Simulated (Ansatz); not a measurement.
Consider the cleavage of the Si–Si bond: `N[SiH2][SiH3]` + `C=CS` → `C=CS[SiH2]N` + SiH₄.

Program: Ansatz. Geometries: PBE0-D4/def2-TZVP. ΔE: electronic, gas phase. CCSD(T)/CBS is the MP2 limit (def2-TZVPP, def2-QZVPP) plus CCSD(T) − MP2 in def2-TZVPP, frozen cores. This one scheme is used for every species. DFT in def2-TZVPP. One conformer a species, not always the lowest.

Q: Is it downhill or uphill in electronic energy at CCSD(T)/CBS, and by how much? (Estimate.)

A: Ansatz gave: Downhill: ΔE = -0.79 eV.

Q: What do these levels give: ωB97X-V, ωB97M-V, MP2/def2-TZVPP, MP2/def2-QZVPP, SCS-MP2/def2-QZVPP, HF/CBS(def2)? (An estimate is asked.)

A: The calculation gave: ωB97X-V -0.75, ωB97M-V -0.81, MP2/def2-TZVPP -0.89, MP2/def2-QZVPP -0.90, SCS-MP2/def2-QZVPP -0.87, HF/CBS(def2) -0.80 eV.

Largest T1 diagnostic among the species: 0.012.

The D4 term adds −0.05 eV with B3LYP and −0.03 eV with PBE0; it sums over pairs of atoms, weighted by their polarisabilities, and B3LYP, whose exchange is more repulsive, gets the larger term.

B3LYP here is the variant with VWN-RPA as its local correlation; programs differ in this.
